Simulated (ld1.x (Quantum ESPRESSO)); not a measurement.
Configuration tests for Cu (Z = 29) (PAW)

- Element: copper
- Generator: ld1.x (Quantum ESPRESSO) 7.5
- Type: PAW
- Functional: PBE
- Relativity: scalar-relativistic
- Frozen core: [Ne] 3s2
- Valence charge: 17
- Reference configuration: 3p6 3d10 4s1 4p0
- Partial waves: 4s (bound): rcut 2.35, rcutus 2.65 bohr; 4s channel at 0.1 Ry: rcut 2.35, rcutus 2.65 bohr; 3p (bound): rcut 1.05, rcutus 1.25 bohr; 4p (bound, empty): rcut 1.05, rcutus 1.25 bohr; 3d (bound): rcut 1.30, rcutus 1.40 bohr; 3d channel at 0.25 Ry: rcut 1.30, rcutus 1.40 bohr
- Local potential: all-electron potential smoothed inside 1.35 bohr (lloc = -1)
- Core correction: Bessel-smoothed model core inside 1.00 bohr
- Augmentation charge: BESSEL, radius 1.15 bohr

Energies are relative to the spin-unpolarised reference configuration 3p6 3d10 4s1 4p0; without spin polarisation the order of configurations can differ from experiment.

| valence configuration | charge | ΔE all-electron (eV) | error AE − PS (meV) |
| --- | --- | --- | --- |
| 3p6 3d10 4s0 4p0 | +1 | 8.148 | +18 |
| 3p6 3d9 4s0 4p0 | +2 | 29.480 | -7.2 |
| 3p6 3d8 4s0 4p0 | +3 | 68.500 | -99 |
| 3p6 3d7 4s0 4p0 | +4 | 128.209 | -332 |
| 3p5 3d10 4s1 4p0 | +1 | 79.535 | -85 |
| 3p6 3d9 4s1 4p0 | +1 | 11.578 | -26 |
| 3p6 3d9 4s1 4p1 | 0 | 6.811 | -30 |

Levels in the configuration 3p6 3d9 4s1 4p0:

| level | all-electron (eV) | pseudo (eV) |
| --- | --- | --- |
| 3p | -86.712 | -86.801 |
| 3d | -18.857 | -18.925 |
| 4s | -13.595 | -13.574 |

Note: ghost state, extra bound levels that the all-electron valence spectrum of the same l lacks: s at -14.7 eV. A true bound ghost makes a file unfit for plane-wave use.
